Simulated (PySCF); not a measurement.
## Bond curve of BiP

Set-up: basis Bi def2-SVP with ECP60, P def2-SVP; scalar-relativistic core potentials; PySCF 2.14. Energies in eV from Bi + P in their ground configurations at the same level. State: ¹Σ⁺ (singlet), closed shell.

| R (Å) | CAM-B3LYP |
| --- | --- |
| 1.972 | -1.194 |
| 2.064 | -2.118 |
| 2.155 | -2.595 |
| 2.224 | -2.738 |
| 2.293 | -2.742 |
| 2.362 | -2.639 |
| 2.454 | -2.380 |
| 2.568 | -1.924 |
| 2.706 | -1.267 |
| 2.889 | -0.317 |

Task: Put a parabola through the three lowest points of the CAM-B3LYP curve and estimate Re, k and ωe (reduced mass 26.98 u; 1 eV/Å² = 0.16022 mdyn/Å; ωe = 1302.8·√(k/μ) cm⁻¹).

Result: Through R = 2.224, 2.293, 2.362 Å the second-order coefficient is 11.2 eV/Å², so Re ≈ 2.261 Å, k ≈ 3.60 mdyn/Å and ωe ≈ 476 cm⁻¹. A polynomial fit of higher order to the unrounded CAM-B3LYP energies gives Re = 2.260 Å, k = 4.08 mdyn/Å, ωe = 507 cm⁻¹; anharmonicity and rounding make the difference.

The higher-order fit for each curve: CAM-B3LYP: Re = 2.260 Å, ωe = 507 cm⁻¹, De = 2.75 eV.

Spin–orbit coupling is left out, which matters for elements this heavy, above all for dissociation energies.
